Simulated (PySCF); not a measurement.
# What a mistake does to a calculation on AlH2O2Si cation

All numbers below are calculated, not measured. They come from PySCF 2.14.0, an open-source quantum chemistry program, on an isolated molecule that a program drew, which may never have been made. The molecule is AlH2O2Si cation (charge +1, singlet), drawn as the SMILES string `[O]=[Al][O][SiH2+]`.

Each row is a Hartree-Fock (HF) and frozen-core CCSD(T) single point in the cc-pV(D+d)Z basis, meant for a local HF minimum. Run 1 is clean. Each other run has one planted mistake out of seven kinds, and not every kind appears here: one electron removed, one electron added, multiplicity raised by two, geometry at a saddle point, minimal basis STO-3G, one bond length entered in bohr, all coordinates scaled. The reference is restricted for singlets and unrestricted otherwise, and also for a bond in bohr. Adding or removing an electron swaps singlet and doublet. Electrons count all cores. HOMO and LUMO are orbital energies over both spins, the gradient is its largest component, and the lowest frequency (negative if imaginary) is given only where the gradient is small. Bond lengths are over the 5 bonds as drawn. T1 is the CCSD diagnostic: over 0.02 (restricted) or 0.045 (unrestricted) a single reference is doubtful.

Geometry of the clean run:
```xyz
6
AlH2O2Si cation, angstrom
O     2.0503    3.8310   -1.7469
Al    1.1464    2.6813   -1.1906
O     0.1471    1.4106   -0.5759
Si   -0.7558    0.2621   -0.0204
H    -0.1457   -1.0361    0.2281
H    -2.1629    0.5466    0.2214
```

```
run,electrons,basis functions,<S^2>,HOMO (eV),LUMO (eV),gradient (hartree/bohr),lowest frequency (cm^-1),mean bond (Å),longest bond (Å),T1,HF (hartree),CCSD(T) (hartree),mistake
1,44,84,0.000,-15.03,-5.76,9.9e-06,79,1.5537,1.729,0.0304,-681.50626,-682.05393,no fault
2,43,84,0.756,-24.19,-10.59,1.0e-01,-,1.5537,1.729,0.0173,-681.06875,-681.53764,one electron removed
3,44,84,0.864,-15.03,-6.29,1.4e-02,-,1.8128,2.751,0.0493,-681.39288,-681.92877,one bond length entered in bohr
4,45,84,0.769,-7.17,0.52,7.7e-02,-,1.5537,1.729,0.0257,-681.74298,-682.29618,?
```

**Which mistake was planted in run 4, and what did it cost?**

It counts 45 electrons, one more than the clean run, at the same geometry and basis. So the mistake is: one electron added. Subtracting run 1 and multiplying by 627.51 kcal/mol a hartree, the energy moved by -148.5 kcal/mol in HF and -152.0 kcal/mol in CCSD(T).

Cautions from the logs. Run 1: T1 is over the limit, so its CCSD(T) energy is less reliable; run 3: T1 is over the limit, so its CCSD(T) energy is less reliable.
